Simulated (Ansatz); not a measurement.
# Two structures, one formula

The two ends of one reaction step of GeNH5S, closed shell (PBE0-D4/def2-TZVP).

A:

Ge1  (-0.431, -0.136, 0.991)
S2  (1.671, 0.455, -1.051)
N3  (-1.847, -0.191, 0.033)
H4  (0.585, 0.440, -1.842)
H5  (0.297, -1.458, 1.254)
H6  (0.110, 1.013, 1.871)
H7  (1.907, -0.850, -1.261)
H8  (-2.292, 0.727, 0.006)
(Å)

B:

| atom | x (Å) | y (Å) | z (Å) |
| --- | --- | --- | --- |
| Ge1 | 0.1968 | 0.0062 | 0.6484 |
| S2 | 2.1190 | 0.1313 | -0.4501 |
| N3 | -1.1457 | 0.0865 | -0.5987 |
| H4 | -1.2018 | 0.9628 | -1.0988 |
| H5 | 0.0167 | -1.3342 | 1.3785 |
| H6 | 0.2728 | 1.1757 | 1.6523 |
| H7 | 1.8039 | -0.8720 | -1.2857 |
| H8 | -2.0616 | -0.1561 | -0.2460 |

Program: Ansatz 0.2.0. Basis: def2-TZVPP. Cores are frozen in the correlated methods. Filled d shells of the heavier atoms are correlated. The def2 sets are not built for correlating such inner shells, so the correlated values are less sure here. B3LYP uses VWN-RPA correlation.

(1) Which structure is lower at CCSD(T), and by how much? (To be estimated.)

T1 diagnostic: at most 0.018.

## Answers

(1) By the calculation: B, by 254.0 kJ/mol (electronic energy, against the other). By their contacts, A is a complex of GeNH₃ ([NH][GeH2]) + H₂S and B is GeNH₅S ([NH2][GeH2][SH]).

All methods give the same order:

| method | E(B) − E(A) (kJ/mol) |
| --- | --- |
| SPW92 | -249.8 |
| PBE-D4 | -234.0 |
| BLYP-D4 | -219.9 |
| r2SCAN-D4 | -252.5 |
| B97M-V | -252.3 |
| PBE0-D4 | -261.8 |
| B3LYP-D4 | -244.9 |
| r2SCAN0-D4 | -272.1 |
| BHLYP-D4 | -274.5 |
| CAM-B3LYP-D4 | -260.7 |
| wB97X-V | -268.3 |
| wB97M-V | -261.2 |
| B2PLYP | -247.5 |
| PBE-QIDH | -272.7 |
| RPA on PBE | -240.2 |
| HF | -297.2 |
| MP2 | -255.6 |
| CCSD | -264.5 |
| CCSD(T) | -254.0 |

Labels in which every atom is bracketed show which atoms are joined, not bond orders.

For scale, one of the runs: CCSD(T)/def2-TZVPP, 191 basis functions (an equivalent command: `ansatz run in.yaml --threads 4`). Time: 48 s of wall clock on 4 CPU threads; the host was shared. Peak host memory: 2 GiB.
